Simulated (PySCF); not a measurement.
F2H2NNbO, multiplicity 1. Atoms are numbered in the order given.

```xyz
7

Nb     0.0159     0.0076     0.0000
N     -0.0603     1.7539     0.0000
H     -0.0608     2.7702     0.0000
F      0.9154    -0.5461     1.5594
F      0.9154    -0.5461    -1.5594
O     -1.7534    -0.6619     0.0000
H     -2.6194    -0.2357     0.0000
```
Charge 0, spin multiplicity 1.

Geometry optimised at B3LYP-D3(BJ)/def2-SVP. The multiplicity is an assumed one; no other spin state was optimised. The structure was generated by enumeration; whether it is a known compound was not checked. The def2 effective core potentials stand for the cores of Nb; spin–orbit coupling is left out. One conformer was computed; it need not be the lowest.

All values below come from B3LYP-D3(BJ)/def2-SVP (PySCF).

Frequencies are harmonic and unscaled.

Computed harmonic wavenumbers and intensities:
```
mode  ν (cm⁻¹)  IR (km/mol)  Raman (Å⁴/amu)  depolarisation  moving atoms (share of kinetic energy)
----  --------  -----------  --------------  --------------  --------------------------------------
1          166          8.0             0.8            0.74                         F 83 %, Nb 11 %
2          179          0.2             2.1            0.75         O 43 %, F 36 %, H 11 %, Nb 10 %
3          210          3.4             1.3            0.32                 F 47 %, Nb 23 %, O 20 %
4          240          4.1             4.0            0.75                  N 43 %, F 33 %, H 16 %
5          245         11.0             5.7            0.71   N 44 %, H 23 %, O 16 %, F 9 %, Nb 9 %
6          430         84.7             2.5            0.75                          H 84 %, O 13 %
7          498        276.8             0.7            0.64                          H 84 %, O 12 %
8          536        185.7             1.8            0.75                          H 79 %, N 20 %
9          636         22.2             1.9            0.69           H 63 %, O 14 %, N 13 %, F 8 %
10         684        106.4             5.5            0.01                          F 78 %, O 11 %
11         707        188.1             0.4            0.75                         F 73 %, Nb 25 %
12         757        148.2             5.2            0.24                 O 59 %, Nb 21 %, H 16 %
13        1027        129.8            29.0            0.08                         N 78 %, Nb 15 %
14        3631        163.2           155.5            0.36                                  H 92 %
15        3874        219.2           106.4            0.27                                  H 94 %
```
